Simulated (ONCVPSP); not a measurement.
## Before and after: ONCV potential for sulfur

S, optimised norm-conserving Vanderbilt (ONCV), made with ONCVPSP 4.0.1 (PBE, scalar-relativistic). Core [He], reference 2s2 2p6 3s2 3p4. Waves: 2s+3s: rc 0.85 bohr, ncon 4, nbas 7, qcut 11.6 1/bohr, 2 projectors; 2p+3p: rc 0.65 bohr, ncon 4, nbas 7, qcut 19.9 1/bohr, 2 projectors. Local part: polynomial inside 0.45 bohr (lpopt 5, dvloc0 4 Ha). Core correction: Teter function, fcfact 3, rcfact 1.

All-electron outer shells of the reference configuration (PBE, scalar-relativistic, ld1.x):

```csv
shell,level (eV),outermost node (bohr),outermost maximum (bohr)
1s,-2405.94,–,0.06
2s,-211.71,0.13,0.39
2p,-156.51,–,0.33
3s,-17.26,0.60,1.40
3p,-7.01,0.58,1.61
```

Change: all radii but the core radius scaled by about 0.89 (s 0.76, p 0.58 bohr); local potential polynomial inside 0.40 bohr (lpopt 5, dvloc0 4 Ha).

Cutoffs: the cutoffs (Ha) at which the residual kinetic energy of the hardest occupied pseudo-wave falls to 1 and 0.1 mHa per electron; they do not see the model core or the augmentation charge, which bear on the density cutoff. Errors are all-electron minus pseudo energies relative to the spin-unpolarised reference configuration.

Q: Predict the effect on cutoff, ghosts and configuration errors.

A: The potential gets harder (171 Ha and 193 Ha → 190 Ha and 403 Ha); the errors of the 4 common tests hardly move; neither file shows a bound ghost. A smaller radius makes the pseudo-wave follow the all-electron one further in, where it bends more sharply, so more plane waves are needed.

| quantity | base | changed |
| --- | --- | --- |
| cutoff, loose | 171 Ha | 190 Ha |
| cutoff, tight | 193 Ha | 403 Ha |
| loose cutoff by channel | s 44 Ha, p 171 Ha | s 41 Ha, p 190 Ha |
| bound ghosts | none | none |
| GHOST(+) flags under 300 eV | none | none |
| error for 2s2 2p6 3s2 3p3, meV [ΔE 11.77 eV] | +1.0 | +0.9 |
| error for 2s2 2p6 3s2 3p2, meV [ΔE 34.05 eV] | +3.4 | +3.1 |
| error for 2s2 2p6 3s2 3p1, meV [ΔE 68.09 eV] | +9.6 | +8.4 |
| error for 2s2 2p6 3s2 3p0, meV [ΔE 114.89 eV] | +23 | +20 |
| rms error of d²Exc/dni dnj with the model core, mHa | 2.62 | 2.71 |
